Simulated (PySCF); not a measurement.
## Atomic charges by several schemes

C₆H₁₁O₂P.
Numbering: `[O:1]=[P@@H:2]([CH2:3][OH:4])[C:5]1=[CH:6][CH2:7][CH2:8][CH2:9]1` (hydrogens: H10 on P2; H11, H12 on C3; H13 on O4; H14 on C6; H15, H16 on C7; H17, H18 on C8; H19, H20 on C9)

Geometry (GFN2-xTB, Å), atoms numbered from 1 in this order:
```
atom  x, y, z in Å
O1     2.072    1.768    0.050
P2     1.596    0.499   -0.513
C3     2.497   -0.922    0.263
O4     3.861   -0.622    0.238
C5    -0.172    0.205   -0.352
C6    -0.960   -0.497   -1.158
C7    -2.377   -0.514   -0.674
C8    -2.397    0.556    0.434
C9    -0.924    0.791    0.809
H10    1.867    0.347   -1.873
H11    2.346   -1.852   -0.288
H12    2.127   -1.054    1.295
H13    3.964    0.300    0.517
H14   -0.652   -1.021   -2.046
H15   -3.084   -0.298   -1.475
H16   -2.619   -1.507   -0.282
H17   -2.989    0.241    1.292
H18   -2.829    1.478    0.046
H19   -0.651    0.272    1.732
H20   -0.681    1.845    0.943
```

Density: PBE0/pcSseg-1 (PySCF); schemes: Mulliken, IAO, Hirshfeld and ESP-fitted. Geometry: GFN2-xTB, one conformer, isolated molecule.

Problem. For which atoms does the sign change between the 4 schemes (beyond +0.03 e in one, beyond −0.03 e in another)?

Solution. C7 and C9.

Problem. Do the Mulliken, IAO, Hirshfeld and ESP-fitted schemes agree on where the charge is highest?

Solution. All schemes agree: Mulliken P2 (+0.916); IAO P2 (+1.387); Hirshfeld P2 (+0.399); ESP-fitted P2 (+0.603).

Problem. At which atom do the 4 schemes differ most?

Solution. At P2: from +0.399 (Hirshfeld) to +1.387 e (IAO), 0.988 e apart.

Problem. Give the atomic charges in each scheme.

Solution. In e:

| atom | environment | Mulliken | IAO | Hirshfeld | ESP-fitted |
| --- | --- | --- | --- | --- | --- |
| O1 | phosphoryl oxygen | -0.628 | -0.931 | -0.402 | -0.596 |
| P2 | phosphoryl phosphorus | +0.916 | +1.387 | +0.399 | +0.603 |
| C3 | carbinol carbon (C–OH) | -0.140 | -0.290 | -0.046 | -0.094 |
| O4 | alcohol oxygen | -0.446 | -0.537 | -0.225 | -0.531 |
| C5 | fully substituted alkene carbon | -0.549 | -0.291 | -0.056 | -0.131 |
| C6 | alkene CH carbon | -0.063 | -0.130 | -0.031 | -0.262 |
| C7 | allylic carbon | -0.178 | -0.270 | -0.066 | +0.176 |
| C8 | ring CH2 carbon | -0.227 | -0.260 | -0.061 | -0.327 |
| C9 | allylic carbon | -0.126 | -0.265 | -0.069 | +0.193 |
| H10 | P–H hydrogen | +0.012 | -0.096 | -0.005 | -0.004 |
| H11 | methylene hydrogen | +0.140 | +0.159 | +0.049 | +0.117 |
| H12 | methylene hydrogen | +0.134 | +0.133 | +0.040 | +0.095 |
| H13 | hydroxyl hydrogen | +0.244 | +0.357 | +0.157 | +0.396 |
| H14 | vinylic hydrogen | +0.085 | +0.153 | +0.053 | +0.134 |
| H15 | methylene hydrogen | +0.138 | +0.148 | +0.046 | +0.017 |
| H16 | methylene hydrogen | +0.140 | +0.146 | +0.044 | +0.010 |
| H17 | methylene hydrogen | +0.126 | +0.143 | +0.043 | +0.081 |
| H18 | methylene hydrogen | +0.133 | +0.142 | +0.042 | +0.102 |
| H19 | methylene hydrogen | +0.135 | +0.141 | +0.041 | +0.004 |
| H20 | methylene hydrogen | +0.154 | +0.161 | +0.047 | +0.016 |

Mean size of the charges over all atoms: IAO 0.307 e, Mulliken 0.236 e, ESP-fitted 0.194 e, Hirshfeld 0.096 e. Each set sums to the total charge, 0, to within 0.001 e. The Mulliken scheme counts on each atom the diagonal of the density matrix times the overlap matrix over that atom's basis functions. The ESP scheme fits charges at the nuclei, held to the total charge, to the electrostatic potential on points at 1.4 to 2.0 times the van der Waals radii.

Problem. How many electrons does the Hirshfeld scheme count on O4?

Solution. Z − q = 8 − (-0.225) ≈ 8.224.

Problem. How closely do the schemes follow one another over all atoms?

Solution. Correlation coefficient and root-mean-square difference: IAO with Hirshfeld 0.97, 0.295 e; Mulliken with IAO 0.96, 0.154 e; Mulliken with Hirshfeld 0.93, 0.193 e; Hirshfeld with ESP-fitted 0.88, 0.160 e; IAO with ESP-fitted 0.84, 0.256 e; Mulliken with ESP-fitted 0.83, 0.181 e.

Problem. Sum the charges by element, for elements with more than one atom.

Solution. 
```tsv
element	atoms	Mulliken	IAO	Hirshfeld	ESP-fitted
O	2	-1.074	-1.469	-0.626	-1.127
C	6	-1.283	-1.506	-0.328	-0.446
H	11	+1.440	+1.587	+0.555	+0.970
```
